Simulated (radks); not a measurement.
Results of a calculation; reference values are marked as such.
How relativity changes the ionisation of neutral argon ([Ar]) to Ar+ ([Ne] 3s2 3p5). Spin-unpolarised spherical Kohn-Sham, PBE, point nucleus unless stated (finite: rms radius 3.4274 fm), a radial shooting solver on a logarithmic mesh with Libxc functionals. A level marked "c x" has the speed of light scaled by that factor and shares open shells by 2j + 1; other Dirac levels either fill j = l - 1/2 first or share by 2j + 1.

level,E(Ar) (hartree),E(Ar+) (hartree),IE (eV),HOMO,<r> HOMO (bohr)
non-rel.,-527.34613,-526.75542,16.074,3p,1.665
scalar-rel.,-529.22987,-528.63978,16.057,3p,1.664
"scalar-rel., finite nucleus",-529.22919,-528.63909,16.057,3p,1.664
"Dirac, 2j+1 shares",-529.23208,-528.64196,16.058,3p3/2,1.668
"Dirac, low j first",-529.23208,-528.64439,15.992,3p3/2,1.668
"Dirac, 2j+1 shares, finite nucleus",-529.23139,-528.64127,16.058,3p3/2,1.668
"Dirac, c x 0.85",-529.96503,-529.37513,16.052,3p3/2,1.669
"Dirac, c x 1.5",-528.18038,-527.58994,16.067,3p3/2,1.666
"Dirac, c x 2",-527.81462,-527.22407,16.070,3p3/2,1.665

NIST Atomic Spectra Database: 15.760 eV (measured). The relativistic part of the total energy of Ar is -1.885 hartree (Dirac, 2j+1 shares, finite nucleus), 0.36 % of the non-relativistic value. Spin polarisation and multiplet splitting of open shells are left out at every level.

Beside tabulated values, note that spin-unpolarised runs miss the spin-polarisation part of the exchange energy of open shells.
